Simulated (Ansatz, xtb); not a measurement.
**A geometry optimisation of CH4Se2 with r2SCAN-D4/def2-SVP**

The starting geometry of this gas-phase singlet has its atoms placed at random.

```xyz
7

C    -1.6288    1.3105   -0.8105
Se    0.9968    0.3838   -0.6301
Se    0.5163   -1.5543   -1.4122
H    -0.3801   -0.8587   -0.5911
H    -0.8831    0.6405   -1.5608
H    -0.8814    0.1753   -0.5859
H    -1.1293    1.0098    0.1269
```

Q: Guess where an optimisation with r2SCAN-D4/def2-SVP ends from this start.

A: It ends as `C[Se][SeH]`. Distances that change by over a tenth: C1–H5 (1.25 → 1.10 Å), Se2–H6 (1.89 → 2.56 Å). Contacts that open: Se2–H4 (1.86 → 2.92 Å). Contacts that close: C1–Se2 (2.79 → 1.96 Å), C1–H6 (1.38 → 1.10 Å).

The energy falls by 9.28 eV over 18 steps:

```json
{"step": "1", "E − E(last) (eV)": "9.285"}
{"step": "3", "E − E(last) (eV)": "5.720"}
{"step": "5", "E − E(last) (eV)": "3.558"}
{"step": "7", "E − E(last) (eV)": "1.099"}
{"step": "9", "E − E(last) (eV)": "0.221"}
{"step": "10", "E − E(last) (eV)": "0.131"}
{"step": "12", "E − E(last) (eV)": "0.039"}
{"step": "14", "E − E(last) (eV)": "0.003"}
{"step": "16", "E − E(last) (eV)": "0.000"}
{"step": "18", "E − E(last) (eV)": "0.000"}
```

Final geometry (Å):

```csv
atom,x (Å),y (Å),z (Å)
C,-1.0356,1.0710,-0.6933
Se,0.7732,0.4015,-0.3525
Se,0.7441,-1.5569,-1.6191
H,0.2048,-2.4504,-0.5715
H,-1.1953,1.2060,-1.7707
H,-1.7858,0.3895,-0.2713
H,-1.0951,2.0461,-0.1853
```

From the same start GFN2-xTB reaches the same bonding as this run.

From so rough a start the end depends on the optimiser's path, so another program may land elsewhere. The end wasn't checked by frequencies. Run with Ansatz 0.2.0, 37 s on 2 threads of Arm Neoverse V1, with other jobs on the host.
